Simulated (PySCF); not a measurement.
# `NC(=O)C(=O)C(F)(F)F`: 4 charge schemes on one density

C₃H₂F₃NO₂.
Geometry (GFN2-xTB, Å), atoms numbered from 1 in this order:
```
atom  x, y, z in Å
N1    -2.003    0.445   -0.104
C2    -0.693    0.698    0.029
O3    -0.183    1.776    0.200
C4     0.133   -0.600   -0.065
O5    -0.339   -1.686   -0.234
C6     1.664   -0.381    0.080
F7     2.327   -1.535   -0.012
F8     2.129    0.424   -0.877
F9     1.964    0.157    1.264
H10   -2.666    1.202   -0.064
H11   -2.327   -0.499   -0.243
```

Density: PBE0/pcSseg-1 (PySCF); schemes: Mulliken, IAO, Hirshfeld and ESP-fitted. Isolated species at its GFN2-xTB geometry (one conformer only).

Question: Atoms with like bonding are taken together and averaged. Do the Mulliken, IAO, Hirshfeld and ESP-fitted schemes agree on where the charge is highest?

Answer: The schemes don't all agree: Mulliken C6 (+0.861); IAO C6 (+0.775); Hirshfeld C6 (+0.252); ESP-fitted C2 (+0.603).

Question: Which atoms carry the lowest charge in the Mulliken, IAO, Hirshfeld and ESP-fitted schemes?

Answer: The schemes don't all agree: Mulliken O3 (-0.374); IAO N1 (-0.485); Hirshfeld O3 (-0.267); ESP-fitted N1 (-0.851).

Question: At which atom do the 4 schemes differ most?

Answer: At N1: from -0.851 (ESP-fitted) to -0.156 e (Hirshfeld), 0.695 e apart.

Question: What partial charge does each atom carry?

Answer: In e; atoms taken as equivalent share a row and are averaged (×n: the atom named and its like, n in all):

```tsv
atom	environment	Mulliken	IAO	Hirshfeld	ESP-fitted
N1	amide nitrogen	-0.373	-0.485	-0.156	-0.851
C2	amide carbonyl carbon	+0.413	+0.387	+0.157	+0.603
O3	amide oxygen	-0.374	-0.452	-0.267	-0.505
C4	ketone carbonyl carbon	+0.096	+0.296	+0.148	+0.315
O5	ketone oxygen	-0.295	-0.330	-0.171	-0.362
C6	CF3 carbon	+0.861	+0.775	+0.252	+0.555
F7/F8/F9	fluorine of a CF3 group	-0.253	-0.262	-0.085	-0.190
H10	amide N–H hydrogen	+0.210	+0.299	+0.155	+0.424
H11	amide N–H hydrogen	+0.221	+0.297	+0.138	+0.392
```

Mean size of the charges over all atoms: ESP-fitted 0.416 e, IAO 0.373 e, Mulliken 0.328 e, Hirshfeld 0.154 e. Each set sums to the total charge, 0, to within 0.001 e. The IAO scheme projects the occupied orbitals on a minimal set of polarised atomic orbitals and counts the electrons in each atom's part of it.

Question: Sum the charges by element, for elements with more than one atom.

Answer: 
| element | atoms | Mulliken | IAO | Hirshfeld | ESP-fitted |
| --- | --- | --- | --- | --- | --- |
| C | 3 | +1.371 | +1.458 | +0.556 | +1.473 |
| O | 2 | -0.670 | -0.781 | -0.438 | -0.867 |
| F | 3 | -0.759 | -0.787 | -0.255 | -0.570 |
| H | 2 | +0.431 | +0.596 | +0.293 | +0.816 |

Question: How closely do the schemes follow one another over all atoms?

Answer: Correlation coefficient and root-mean-square difference: Mulliken with IAO 0.98, 0.086 e; IAO with Hirshfeld 0.97, 0.244 e; IAO with ESP-fitted 0.94, 0.158 e; Hirshfeld with ESP-fitted 0.93, 0.311 e; Mulliken with Hirshfeld 0.92, 0.235 e; Mulliken with ESP-fitted 0.88, 0.216 e.

Question: How many electrons does the IAO scheme count on O3?

Answer: Z − q = 8 − (-0.452) = 8.452.

These values come from a run that also computed NMR shieldings. Time: 23 s wall (with the writing of density and orbital grids); peak memory 0.73 GiB. Hardware: one thread of an Arm Neoverse V1, no GPU, shared host with 32 logical CPUs at a one-minute load of 16.
